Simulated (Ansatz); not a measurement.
Reaction (SMILES): [BH2] (BH2) → B atom + 2 H atom
B3LYP-D3(BJ)/def2-TZVP geometries, fixed; electronic energies without zero-point terms.
Largest species:
```
B
H 1 1.1869
H 1 1.1869 2 129.56
```
Charge 0, spin multiplicity 2.

Effect of the final integration grid (spheres per factor e of radius in core and valence, angular degree) at PBE0/cc-pVTZ with Ansatz (a program for electronic structure), against the last row, where the atomisation energy is 172.09 kcal/mol. Open shells are unrestricted. The default's grid is 13, 11, 36.

```tsv
setting	largest shift of a total energy (mEh)	shift of the atomisation energy (kcal/mol)
accuracy: medium (default)	0.000	0.000
final_grid: 4, 3, 11	0.755	-0.529
final_grid: 6, 5, 17	0.008	-0.007
final_grid: 8, 7, 23	-0.002	0.002
final_grid: 10, 9, 29	0.000	0.000
final_grid: 18, 15, 47	0.000	0.000
final_grid: 26, 22, 59	0.000	0.000
```

Within 0.3 kcal/mol in the atomisation energy: accuracy: medium (default); final_grid: 6, 5, 17; final_grid: 8, 7, 23; final_grid: 10, 9, 29; final_grid: 18, 15, 47. The largest shift is 0.755 mEh in a total energy and 0.529 kcal/mol in the difference.
